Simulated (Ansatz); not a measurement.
`C=C(N)OC` + `[SiH3]S` → `C=C(N)S[SiH3]` + CH₃OH  (substitution at a C–O bond)

Program: Ansatz. Geometries: PBE0-D4/def2-TZVP. ΔE: electronic, gas phase. CBS: MP2 limit from def2 TZ/QZ plus the TZ coupled-cluster correction, frozen cores. This one scheme is used for every species. DFT in def2-TZVPP. One conformer a species, not always the lowest.

CCSD(T)/CBS gives +0.03 eV.

Task: Another level gave +0.11 eV. Which?
A. HF/def2-TZVPP
B. PBE-D4/def2-TZVPP
C. B2PLYP/def2-TZVPP
D. CAM-B3LYP/def2-TZVPP

Result: C. B2PLYP 0.11, PBE-D4 0.04, HF/def2-TZVPP 0.28, CAM-B3LYP 0.21 eV.

Largest T1 diagnostic among the species: 0.012.

Leaving LDA and LC-ωPBE aside and taking each functional with its dispersion term where it has one, the values, not all of them listed here, spread over 0.18 eV, from revPBE-D4 to CAM-B3LYP-D4. LDA lies +0.10 eV from PBE without D4. In def2-TZVPP, CCSD(T) changes the Hartree–Fock value by −0.20 eV (the triples alone add −0.04 eV) and MP2 by −0.27 eV.
